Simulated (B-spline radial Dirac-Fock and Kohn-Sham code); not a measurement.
## Tl⁴⁵⁺: scattering cross sections and density moments

System: thallium as Tl⁴⁵⁺, [Ar] 3d10 4s2 4p6.

Method: configuration-average Dirac-Fock orbitals. Computed with an atomic code on a B-spline grid.

```
Sum of ⟨r⟩                          : 6.417 bohr
Sum of ⟨r²⟩                         : 1.798 bohr²
Sum of ⟨1/r⟩                        : 550.80 per bohr
Langevin diamagnetic susceptibility : -1.42 × 10⁻⁶ cm³/mol
Lamb shielding (α²/3)Σ⟨1/r⟩         : 9777 ppm
```

Coherent scattering is the Thomson cross section weighted by f₀², without anomalous dispersion; incoherent scattering is Klein-Nishina weighted by S. The Lamb formula is the non-relativistic shielding expression. Electron correlation is left out. A dash stands where the photon energy is too low for the impulse approximation behind that column.

```
hν (keV)  coherent (b)  incoherent (b)  incoherent per electron (b)
       5         813.5               –                            –
      10         696.2           2.111                       0.0586
 17.4793         506.2           4.465                        0.124
      30         303.1           7.445                        0.207
      50         157.1           10.18                        0.283
     100         55.39           12.62                        0.351
     500         3.177           9.890                        0.275
    1000        0.8373           7.447                        0.207
```

Incoherent scattering overtakes coherent scattering between 100 and 500 keV.
